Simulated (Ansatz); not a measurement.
A search over several starts for the lowest SCF solution of Zn2Te2⁻, that is (ZnTe)2 ring with one electron more at the given spin, in a small basis.

```yaml
crystal:
  periodic: [false, false, false]
  atoms:
    - {symbol: Zn, position_ang: [-1.136038, 0.059500, -0.483135]}
    - {symbol: Te, position_ang: [-0.870716, -0.325489, 2.007328]}
    - {symbol: Zn, position_ang: [1.136038, -0.059501, 0.483135]}
    - {symbol: Te, position_ang: [0.870716, 0.325480, -2.007328]}
basis:
  gaussian: {orbitals: def2-SVP}
total_charge: -1
magnetization: {spin_polarized: true, initial_magnetization: 1}
hamiltonian: {xc: pbe0, dispersion: d4}
output: {orbitals: {seedname: orbitals}}
```

```sh
$ ansatz run in.yaml --threads 4 --pin off --events-out ev --progress --plain --max-ram 3916MiB
```

Output, abridged:

```
Functional definition: PBE0
1267 factors; integrals over basis functions are off by at most 4.2e-4 eV
mean field evaluation 1: about -111400.8966 eV, gradient 2.8e1 eV
mean field evaluation 2: about -111397.3225 eV, gradient 4.2e1 eV
mean field evaluation 4: about -111403.4163 eV, gradient 7.1e-1 eV
mean field evaluation 8: about -111403.6047 eV, gradient 1.0e-1 eV
mean field evaluation 16: about -111403.6049 eV, gradient 5.0e-5 eV
mean field evaluation 32: about -111403.0453 eV, gradient 5.7e-1 eV
mean field -111403.60485340 eV, -4094.0069662871 hartree, gradient 9.6e-6 eV, S^2 0.769354; 4 other end points of the search recorded, 0 dependent functions left out
reference -111403.60488190 eV, -4094.0069673343 hartree; 55, 54 occupied and 59, 60 virtual orbitals, 1267 factors
Total energy: -111403.79207052 eV, -4094.0138463893 hartree
```

Run time 13 s (4 threads of Arm Neoverse V1 on a shared host), peak host memory 0.55 GiB.

Other converged states that the search met: 0.61 eV higher (⟨S²⟩ = 0.75).

In the def2 sets Te takes a core potential; there is no spin–orbit coupling. The highest occupied level of the charge -1 doublet lies above zero (up to 0.23 eV). By energy differences its removal costs 1.62 eV (vertical, to the charge 0 singlet, at PBE0-D4/def2-TZVPD).
